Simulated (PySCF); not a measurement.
A structure optimised at PBE0-D3(BJ)/def2-SVPD, used in a PySCF frequency run:

```
Re
O 1 1.7319
O 1 1.7319 2 109.47
O 1 1.7319 2 109.47 3 120.00
O 1 1.7319 2 109.47 3 -120.00
```
Charge -1, spin multiplicity 1.

Q: Write its SMILES, formula and point group.

A: [O]=[Re-](=[O])(=[O])=[O], O4Re, Td

Q: What are its rotational constants (standard atomic weights)?

A: 3.9492, 3.9492, 3.9492 GHz
